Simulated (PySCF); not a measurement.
An unknown gives this computed stick spectrum. Theory: PySCF, TDDFT wB97X-D/def2-SVPD, vertical, gas phase, core orbitals frozen in the response. Geometries: PBE0-D3(BJ)/def2-SVP, one conformer each. Relativistic effects are left out although some hold elements past zinc.

```json
{"state": "S1", "E (eV)": "7.22", "f": "0.049"}
{"state": "S2", "E (eV)": "7.27", "f": "0.202"}
{"state": "S3", "E (eV)": "7.51", "f": "0.016"}
{"state": "S4", "E (eV)": "7.51", "f": "0.059"}
{"state": "S5", "E (eV)": "7.69", "f": "0.239"}
{"state": "S6", "E (eV)": "7.85", "f": "0.097"}
{"state": "S7", "E (eV)": "8.05", "f": "0.0024"}
{"state": "S8", "E (eV)": "8.16", "f": "0.0009"}
{"state": "S9", "E (eV)": "8.25", "f": "0.198"}
{"state": "S10", "E (eV)": "8.31", "f": "0.0028"}
```

Triplets computed (Tamm–Dancoff): 6.56, 6.65, 6.84, 7.19 eV.

Orbital energies (eV): HOMO-3 -10.85, HOMO-2 -10.64, HOMO-1 -9.88, HOMO -9.41, LUMO 1.68, LUMO+1 1.88, LUMO+2 2.28.

Task: Which candidate is it? All have the formula C4H12Ge2.
A. `C=[CH][Ge@@H]([CH3])[CH2][GeH3]`
B. `C=C[CH2][GeH2][CH2][GeH3]`
C. `[GeH3][GeH2][CH]1CCC1`
D. `[GeH3][CH2][GeH2][CH]1CC1`

Result: C. Its S1 lies at 7.22 eV; the nearest of the others has S1 at 6.73 eV. S1 is HOMO→LUMO+1 (65%), HOMO→LUMO+2 (17%). Löwdin shares by element: HOMO germanium 48%, carbon 19% or more, hydrogen 5% or more (atoms not listed hold the other 28%); LUMO germanium 51%, hydrogen 20% or more (atoms not listed hold the other 29%). At the same level the other candidates give, for their lowest levels:
- `[GeH3][CH2][GeH2][CH]1CC1`: 7.75 eV (f 0.019); 7.98 eV (f 0.009); 8.07 eV (f 0.030); 8.12 eV (f 0.228); 8.36 eV (f 0.075); T1 7.47 eV; HOMO -9.81, LUMO 1.84 eV
- `C=C[CH2][GeH2][CH2][GeH3]`: 6.73 eV (f 0.488); 6.95 eV (f 0.015); 7.34 eV (f 0.014); 7.78 eV (f 0.013); 7.84 eV (f 0.023); T1 4.31 eV; HOMO -8.87, LUMO 1.67 eV
- `C=[CH][Ge@@H]([CH3])[CH2][GeH3]`: 6.60 eV (f 0.006); 7.10 eV (f 0.326); 7.68 eV (f 0.088); 7.74 eV (f 0.050); 7.90 eV (f 0.051); T1 4.40 eV; HOMO -9.46, LUMO 1.52 eV

Conformer computed: `[GeH3:1][GeH2:2][CH:3]1[CH2:4][CH2:5][CH2:6]1`: Ge1–Ge2–C3–C4 -51°.

Without π bonds the low states are Rydberg-like; a valence basis with one diffuse set may place them up to an eV too high.
